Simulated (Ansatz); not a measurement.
Born–Oppenheimer molecular dynamics of H11N4PZr (17 atoms, charge 0, multiplicity 1). It starts at the highest image of a converged band. Of that band: Neighbouring images differ by up to 1.4 eV, so the band resolves the path poorly. A vibrational analysis at the climbing image gives one clearly imaginary mode, 1687i cm⁻¹: a first-order saddle point.

These are results of RHF/def2-SVP (Ansatz 0.2.0), not measurements.

```json
{
  "ensemble": "NVE (velocity Verlet)",
  "time step": "0.5 fs",
  "steps asked": "200",
  "starting velocities drawn for": "100 K",
  "seed": "3193"
}
```

First frame:

```xyz
17
Properties=species:S:1:pos:R:3
Zr -0.103 -0.018 -0.120
N -0.039 -0.224 2.093
H 0.273 -1.074 2.536
H 0.252 0.546 2.675
N 1.851 0.148 -0.702
H 2.602 -0.476 -0.457
H 2.225 0.854 -1.314
N -0.918 1.775 -0.675
H -1.896 1.949 -0.835
H -0.406 2.618 -0.874
N -0.771 -1.783 -0.915
H -1.733 -2.073 -0.943
H -0.222 -2.437 -1.448
P -3.012 -0.244 1.346
H -3.536 -1.364 2.026
H -3.587 0.769 2.143
H -1.367 -0.246 2.022
```

Q: How far do the bonds stretch over the last three quarters of this one trajectory? (Pairs bonded in most of those frames.)

A: 
```csv
bond,mean (Å),spread (Å),shortest,longest
Zr1–N2,2.073,0.048,2.00,2.17
Zr1–N5,2.054,0.012,2.04,2.07
Zr1–N8,2.091,0.007,2.07,2.10
Zr1–N11,2.076,0.006,2.06,2.09
N2–H3,1.006,0.008,0.99,1.02
N2–H4,1.006,0.004,1.00,1.02
N5–H6,1.006,0.009,0.99,1.02
N5–H7,1.008,0.014,0.98,1.03
N8–H9,1.005,0.005,1.00,1.01
N8–H10,1.008,0.003,1.00,1.01
N11–H12,1.005,0.003,1.00,1.01
N11–H13,1.007,0.006,1.00,1.02
P14–H15,1.415,0.017,1.39,1.44
P14–H16,1.416,0.015,1.39,1.45
P14–H17,1.445,0.115,1.26,1.60
```

Pairs bonded in part of these frames only: Zr1–P14 38 %.

Mean temperature of the second half: 554 K. The conserved energy stayed within 0.19 meV per atom of its start (net change 0.0049 meV per atom), so the integration is sound. The kinetic energy rose, since the run started high on the potential surface and went downhill. It ends in pieces (H3P + H8N4Zr), so much of that is their flight and rotation, not heat. A run of 0.1 ps of so small a system gives no equilibrium averages. The orbitals stay closed-shell, which can raise the energy where a bond breaks towards radicals; this wasn't checked here.

The run took 6.1 min on 4 threads of Arm Neoverse V2, on a shared host, peak memory 0.49 GiB.
